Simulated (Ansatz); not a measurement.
## Telling isomers of C2H6ClSi apart by their spectra

These gas-phase data were calculated for one isomer of C2H6ClSi at r2SCAN-D4/def2-SVP (harmonic, unscaled wavenumbers; equilibrium rotational constants with average atomic masses):

```
rotational constants            : 5.525, 3.237, 2.245 GHz
all wavenumbers above 1500 cm⁻¹ : 3154, 3153, 3129, 3128, 3025, 3024
```

Candidates:

(1) `[CH2][Si@@H](C)Cl`, a doublet
(2) `CC[SiH]Cl`, a doublet
(3) `C[Si](C)Cl`, a doublet

Task: Which candidate do the data belong to?

Result: Candidate (3). No mode falls between 2000 and 2380 cm⁻¹, where the Si–H stretch of (1), (2) would stand.

The same quantities for all candidates:

```tsv
	rotational constants (GHz)	wavenumbers above 1500 cm⁻¹	E above the lowest, r2SCAN-D4/def2-SVP (kcal/mol)
(1)	5.566, 3.24, 2.317	3237, 3152, 3143, 3130, 3037, 2234	11.6
(2)	7.345, 2.58, 2.042	3133, 3126, 3072, 3033, 3013, 2174	12.4
(3)	5.525, 3.237, 2.245	3154, 3153, 3129, 3128, 3025, 3024	0.0
```

Harmonic stretches to hydrogen usually lie a few per cent above observed fundamentals. Each candidate is one conformer. Open shells are spin-unrestricted. Programs: Ansatz 0.2.0.
